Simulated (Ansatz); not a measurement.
Cl6H2Si2Sn, SMILES `Cl[Si](Cl)(Cl)[SnH2][Si](Cl)(Cl)Cl` at its PBE0-D4/def2-TZVP geometry, where that method's forces vanish. Total charge 0; spin multiplicity 1. Sn: def2 effective core potential.

```json
{"atom": "Cl1", "x (Å)": "-2.5823", "y (Å)": "0.3463", "z (Å)": "-1.6101"}
{"atom": "Si2", "x (Å)": "-0.7201", "y (Å)": "1.1812", "z (Å)": "-1.5563"}
{"atom": "Cl3", "x (Å)": "0.4228", "y (Å)": "0.2886", "z (Å)": "-2.9933"}
{"atom": "Cl4", "x (Å)": "-0.8941", "y (Å)": "3.1647", "z (Å)": "-2.0167"}
{"atom": "Sn5", "x (Å)": "0.3374", "y (Å)": "0.8424", "z (Å)": "0.7518"}
{"atom": "Si6", "x (Å)": "0.5170", "y (Å)": "-1.6882", "z (Å)": "1.1037"}
{"atom": "Cl7", "x (Å)": "1.7110", "y (Å)": "-2.5184", "z (Å)": "-0.3291"}
{"atom": "Cl8", "x (Å)": "-1.3291", "y (Å)": "-2.5505", "z (Å)": "0.9761"}
{"atom": "Cl9", "x (Å)": "1.3079", "y (Å)": "-2.1356", "z (Å)": "2.9343"}
{"atom": "H10", "x (Å)": "1.8880", "y (Å)": "1.5439", "z (Å)": "0.7880"}
{"atom": "H11", "x (Å)": "-0.6586", "y (Å)": "1.5256", "z (Å)": "1.9514"}
```

(1) For each bond, give half the difference of the two atoms' forces along it (eV/Å; positive pushes the atoms apart) under PBE-D4, r2SCAN-D4, B3LYP-D4, ωB97M-V in def2-TZVPP. (Estimate.)

## Answers

(1) The calculation gave: 
```tsv
bond	length (Å)	PBE-D4	r2SCAN-D4	B3LYP-D4	ωB97M-V
Cl1–Si2	2.041	0.21	0.06	0.15	0.05
Si2–Cl3	2.042	0.21	0.06	0.15	0.05
Si2–Cl4	2.044	0.21	0.05	0.15	0.04
Si2–Sn5	2.561	-0.11	-0.03	-0.04	-0.11
Sn5–Si6	2.561	-0.11	-0.03	-0.04	-0.11
Sn5–H10	1.702	0.11	0.01	0.01	-0.04
Sn5–H11	1.702	0.11	0.01	0.01	-0.04
Si6–Cl7	2.041	0.21	0.06	0.15	0.05
Si6–Cl8	2.042	0.21	0.06	0.15	0.05
Si6–Cl9	2.044	0.21	0.05	0.15	0.04
```

B3LYP here is the variant with VWN-RPA as its local correlation; programs differ in this.

All numbers were calculated with Ansatz.
